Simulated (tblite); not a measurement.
Species: C5H6FN3.
Atom-mapped SMILES: `[F:1][c:2]1[cH:3][n:4]([CH:5]2[CH2:6][CH2:7]2)[n:8][n:9]1` (hydrogens: H10 on C3; H11 on C5; H12, H13 on C6; H14, H15 on C7)

Computed with GFN2-xTB (tblite), gas phase: L-BFGS steps from a force-field or distance-geometry start until the largest atomic force falls under 0.01 eV/Å.

At the end of the run (lengths in Å): N4–C5 1.420, N8–N9 1.283, C2–N9 1.336, C2–C3 1.382, N4–N8 1.324, F1–C2 1.325, C5–C6 1.502, N4–C5–C6 118.1°, F1–C2–N9 122.9°, C5–N4–N8 121.8°, F1–C2–C3 127.6°, C3–N4–C5–C6 145°, N4–C5–C6–C7 108°, N4–C5–C7–C6 -108°, H11–C5–N4–C3 0°, H10–C3–N4–C5 0°.

Task: These geometries were met on the way; a selection of coordinates is given. Order them by energy above the end point, lowest first.
A. N4–C5 1.421, N8–N9 1.282, C2–N9 1.338, C2–C3 1.379, N4–N8 1.324, F1–C2 1.325, C5–C6 1.506, N4–C5–C6 116.8°, F1–C2–N9 122.8°, C5–N4–N8 123.5°, F1–C2–C3 127.8°, C3–N4–C5–C6 100°, N4–C5–C6–C7 109°, N4–C5–C7–C6 -106°, H11–C5–N4–C3 -43°, H10–C3–N4–C5 7°
B. N4–C5 1.470, N8–N9 1.332, C2–N9 1.373, C2–C3 1.349, N4–N8 1.357, F1–C2 1.347, C5–C6 1.520, N4–C5–C6 122.4°, F1–C2–N9 123.6°, C5–N4–N8 122.5°, F1–C2–C3 125.4°, C3–N4–C5–C6 56°, N4–C5–C6–C7 112°, N4–C5–C7–C6 -111°, H11–C5–N4–C3 -87°, H10–C3–N4–C5 -1°
C. N4–C5 1.422, N8–N9 1.279, C2–N9 1.339, C2–C3 1.379, N4–N8 1.326, F1–C2 1.325, C5–C6 1.500, N4–C5–C6 117.9°, F1–C2–N9 123.0°, C5–N4–N8 122.1°, F1–C2–C3 127.5°, C3–N4–C5–C6 66°, N4–C5–C6–C7 108°, N4–C5–C7–C6 -108°, H11–C5–N4–C3 -79°, H10–C3–N4–C5 1°
D. N4–C5 1.447, N8–N9 1.271, C2–N9 1.345, C2–C3 1.400, N4–N8 1.337, F1–C2 1.325, C5–C6 1.515, N4–C5–C6 122.8°, F1–C2–N9 127.1°, C5–N4–N8 125.6°, F1–C2–C3 124.2°, C3–N4–C5–C6 57°, N4–C5–C6–C7 111°, N4–C5–C7–C6 -112°, H11–C5–N4–C3 -88°, H10–C3–N4–C5 -1°
E. N4–C5 1.427, N8–N9 1.282, C2–N9 1.339, C2–C3 1.374, N4–N8 1.330, F1–C2 1.324, C5–C6 1.504, N4–C5–C6 121.0°, F1–C2–N9 123.4°, C5–N4–N8 124.3°, F1–C2–C3 127.6°, C3–N4–C5–C6 58°, N4–C5–C6–C7 111°, N4–C5–C7–C6 -110°, H11–C5–N4–C3 -85°, H10–C3–N4–C5 -3°

Result: A (0.037 eV), C (0.064 eV), E (0.105 eV), D (0.173 eV), B (0.323 eV).

```csv
step,E above end (eV),"rms distance from the end, all atoms (Å)",largest force (eV/Å),rms shift of all bonds from the end (Å)
71,0.037,0.413,0.068,0.002
50,0.064,0.772,0.082,0.002
5,0.105,0.857,0.430,0.004
1,0.173,0.862,1.328,0.012
0,0.323,0.865,2.947,0.024
```

Rows stand in the order of the answer.
